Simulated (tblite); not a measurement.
Species: C₃H₇FSi.
SMILES with atom numbers: `[F:1][C@@H:2]1[CH2:3][C@H:4]1[SiH3:5]` (hydrogens: H6 on C2; H7, H8 on C3; H9 on C4; H10, H11, H12 on Si5)

Computed with GFN2-xTB (tblite), gas phase: Langevin dynamics at 400 K from the optimised GFN2-xTB geometry, time step 0.5 fs, friction 0.01 fs⁻¹, 2000 steps. The instantaneous temperature is 2·E(kin)/(3Nk) with all 3N coordinates.

```
t (fs)  T (K)  E(pot) above start (eV)  F1–C2 (Å)  C2–C3 (Å)  C3–C4 (Å)  C4–Si5 (Å)  C2–C4 (Å)  C2–H6 (Å)
     0    349                    0.000      1.366      1.488      1.510       1.884      1.495      1.083
    25    256                    0.330      1.372      1.504      1.521       1.887      1.480      1.083
    50    407                    0.316      1.352      1.482      1.506       1.930      1.514      1.100
    75    303                    0.396      1.428      1.519      1.505       1.881      1.544      1.074
   100    351                    0.352      1.336      1.469      1.604       1.873      1.463      1.097
   125    312                    0.383      1.346      1.489      1.536       1.885      1.546      1.089
   150    378                    0.492      1.355      1.538      1.509       1.897      1.547      1.076
   175    279                    0.556      1.369      1.517      1.517       1.924      1.486      1.087
   200    353                    0.516      1.410      1.488      1.539       1.825      1.505      1.089
   225    355                    0.377      1.355      1.516      1.508       1.972      1.523      1.083
   250    220                    0.458      1.318      1.520      1.519       1.873      1.458      1.118
   275    366                    0.385      1.377      1.505      1.527       1.935      1.527      1.090
   300    274                    0.552      1.314      1.495      1.496       1.838      1.536      1.049
   325    346                    0.412      1.353      1.479      1.516       2.013      1.512      1.069
   350    356                    0.551      1.394      1.549      1.542       1.825      1.498      1.130
   375    366                    0.425      1.358      1.465      1.543       1.898      1.509      1.095
   400    356                    0.599      1.399      1.526      1.488       1.883      1.511      1.026
   425    457                    0.541      1.333      1.485      1.577       1.970      1.493      1.071
   450    609                    0.506      1.386      1.488      1.502       1.887      1.512      1.115
   475    617                    0.430      1.380      1.520      1.486       1.900      1.536      1.078
   500    417                    0.485      1.294      1.523      1.578       1.884      1.497      1.073
   525    424                    0.568      1.345      1.542      1.514       1.866      1.574      1.052
   550    392                    0.430      1.345      1.511      1.543       1.892      1.566      1.097
   575    305                    0.426      1.351      1.527      1.553       1.913      1.448      1.119
   600    339                    0.345      1.369      1.490      1.504       1.899      1.535      1.096
   625    224                    0.492      1.330      1.468      1.544       1.865      1.528      1.112
   650    346                    0.420      1.396      1.506      1.547       1.908      1.538      1.084
   675    340                    0.524      1.329      1.496      1.508       1.860      1.548      1.089
   700    273                    0.688      1.331      1.538      1.542       1.873      1.514      1.115
   725    280                    0.592      1.340      1.567      1.527       1.848      1.564      1.067
   750    272                    0.500      1.334      1.500      1.531       1.841      1.580      1.036
   775    236                    0.525      1.374      1.584      1.534       1.890      1.511      1.107
   800    370                    0.462      1.356      1.536      1.552       1.894      1.507      1.067
   825    440                    0.572      1.365      1.503      1.512       1.875      1.609      1.061
   850    516                    0.354      1.351      1.488      1.584       1.896      1.521      1.098
   875    396                    0.458      1.358      1.573      1.514       1.833      1.461      1.115
   900    425                    0.414      1.385      1.476      1.539       1.934      1.537      1.072
   925    389                    0.529      1.394      1.462      1.593       1.897      1.501      1.060
   950    533                    0.425      1.418      1.543      1.480       1.922      1.498      1.092
   975    482                    0.491      1.375      1.528      1.480       1.866      1.458      1.098
  1000    469                    0.406      1.368      1.447      1.567       1.946      1.493      1.053
```

Problem. From 500 fs on, how do temperature and potential energy compare with equipartition?

Solution. The mean temperature of these 21 frames is 375 K against the target 400 K, and the mean potential energy 0.48 eV against 30 × kT/2 = 0.52 eV for 30 classical harmonic modes. For 12 atoms in a canonical ensemble the temperature itself scatters by T·√(2/(3N)) = 94 K; here its standard deviation is 87 K. The whole run lasts only 10 friction times of 100 fs, so these averages carry a wide statistical error.

Problem. What are the kinetic and total energies of the listed frame with the highest potential energy?

Solution. The one at 700 fs, 0.688 eV above the start. Its kinetic energy is 3NkT/2 = 0.424 eV at 273 K, so the sum is 1.11 eV; over the listed frames the sum runs from 0.54 to 1.45 eV, since the thermostat adds and removes energy.

Problem. How much do the listed bonds fluctuate from 500 fs on?

Solution. 
| bond | at the start (Å) | mean (Å) | standard deviation (Å) |
| --- | --- | --- | --- |
| F1–C2 | 1.366 | 1.357 | 0.027 |
| C2–C3 | 1.488 | 1.515 | 0.036 |
| C3–C4 | 1.510 | 1.536 | 0.030 |
| C4–Si5 | 1.884 | 1.886 | 0.029 |
| C2–C4 | 1.495 | 1.523 | 0.041 |
| C2–H6 | 1.083 | 1.084 | 0.023 |

The motion is classical and holds no zero-point motion.

What follows is the cost of the whole dynamics run. The run took 6.2 s on one thread, Arm Neoverse V2 (aarch64), on a shared host, and the process peaked at 0.18 GiB of memory.
